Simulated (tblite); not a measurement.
Run record: tight-binding relaxation, `C[Se]C#CC=O`.

Computed with GFN2-xTB geometry optimisation, gas phase (tblite 0.8.0). Start geometry: from a force field or distance geometry. A driver script takes a list of jobs; this job's settings line and coordinates (Å) are shown.

Input:
```
{"job": {"kind": "relax", "xc": "GFN2-xTB", "basis": "xTB"}, "charge": 0, "multiplicity": 1}
C     -2.494100    -0.196600    -0.150500
Se    -1.126900    -1.558200    -0.170200
C      0.572800    -0.688900    -0.206100
C      1.633200    -0.126400    -0.231200
C      2.914700     0.519100    -0.219900
O      2.917400     1.759600    -0.127000
H     -3.424700    -0.504100     0.355300
H     -2.731800     0.151800    -1.179700
H     -2.087000     0.712800     0.368200
H      3.835200    -0.064500    -0.314300
```

Output:
```
step      E/eV     max force
  0    -482.24537    3.073
  1    -482.29137    4.934
  2    -482.47593    0.652
  3    -482.50944    0.572
  4    -482.54259    1.112
  5    -482.56165    0.483
  6    -482.57984    0.487
  7    -482.59115    0.554
  8    -482.60400    0.410
  9    -482.61135    0.202
... (73 lines left out)
 83    -482.65705    0.014
 84    -482.65708    0.012
 85    -482.65713    0.011
 86    -482.65718    0.011
 87    -482.65724    0.013
 88    -482.65730    0.021
 89    -482.65734    0.030
 90    -482.65740    0.034
 91    -482.65748    0.024
 92    -482.65751    0.009
```

«max force» is the largest atomic force in eV/Å.

From which step on does the largest force stay under 0.1 eV/Å, and how much energy is left to gain from there?

From step 67 (0.034 eV/Å), 1.5 meV above the end.

In short: energy lowered by 9.5 kcal/mol over 92 steps; largest atomic force 0.009 eV/Å at the end.

The run took 0.35 s of wall time on Arm Neoverse V2, one thread, no GPU, shared host with 192 logical CPUs at a one-minute load of 177.
Labels such as C1 count atoms from 1, the log's own numbers from 0.
